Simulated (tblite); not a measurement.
Species: C4H13FSSi3.
SMILES with atom numbers: `[F:1][C@@H:2]1[CH2:3][C@H:4]([SiH3:5])[Si@@H:6]([S:7][SiH3:8])[CH2:9]1` (hydrogens: H10 on C2; H11, H12 on C3; H13 on C4; H14, H15, H16 on Si5; H17 on Si6; H18, H19, H20 on Si8; H21, H22 on C9)

A start from a force field or distance geometry was refined with tblite, GFN2-xTB geometry optimisation, gas phase. Values at the start:

```csv
coordinate,start
C2–C3,1.453 Å
C2–C9,1.497 Å
C2–H10,1.134 Å
C3–C4,1.470 Å
C3–H11,1.118 Å
C3–H12,1.130 Å
C4–Si5,1.824 Å
C4–Si6,1.855 Å
C4–H13,1.134 Å
Si5–H14,1.456 Å
Si5–H16,1.475 Å
Si6–S7,2.134 Å
Si6–C9,1.875 Å
Si6–H17,1.452 Å
Si8–H18,1.469 Å
C9–H21,1.106 Å
F1–C2–C3,116.6°
C2–C3–C4,115.9°
C3–C2–C9,113.3°
C3–C4–Si5,117.6°
C4–Si6–S7,111.3°
Si5–C4–Si6,112.2°
Si6–S7–Si8,113.3°
S7–Si6–C9,109.9°
```

Task: How do these coordinates change at the GFN2-xTB level?

Result: 
```
coordinate  GFN2-xTB (Å or °)  change
    C4–Si5              1.909  +0.085
     C2–C3              1.523  +0.070
     C3–C4              1.539  +0.069
    C4–Si6              1.905  +0.050
    C4–H13              1.093  -0.041
    C3–H12              1.092  -0.038
    C2–H10              1.098  -0.036
    C3–H11              1.092  -0.026
     C2–C9              1.519  +0.022
    Si6–C9              1.895  +0.020
    Si6–S7              2.153  +0.019
   Si5–H16              1.457  -0.018
    C9–H21              1.088  -0.018
   Si8–H18              1.457  -0.012
   Si6–H17              1.463  +0.011
   Si5–H14              1.467  +0.011
Si6–S7–Si8              100.8   -12.5
  F1–C2–C3              108.7    -7.9
  C2–C3–C4              109.6    -6.3
 C3–C4–Si5              112.7    -4.9
  C3–C2–C9              109.4    -3.9
 C4–Si6–S7              114.1    +2.8
Si5–C4–Si6              113.9    +1.7
 S7–Si6–C9              110.7    +0.8
```

The energy falls by 20.3 kcal/mol over 233 L-BFGS steps, the largest force on an atom goes from 3.73 to 0.008 eV/Å, and the atoms move by 0.834 Å rms after alignment. The bond that changes most is C4–Si5 (sp3 carbon bound to silicon to SiH3 silicon), which lengthens by 0.085 Å. Bonds longer at the end by more than 0.005 Å: 10 of 22; shorter: 10. Among the dihedrals that turn most is H17–Si6–S7–Si8, from -1° to 60°. Rotational constants go from 1250, 493.1, 397.6 to 1266, 560.6, 434.0 MHz.

Time: 5.5 s wall. Hardware: Arm Neoverse N1, one thread, shared host with 64 logical CPUs at a one-minute load of 60.

Its GFN2-xTB frequencies are all real (lowest 31 cm⁻¹). The numbers are those of one conformer.

The numbers are calculated, not measured.
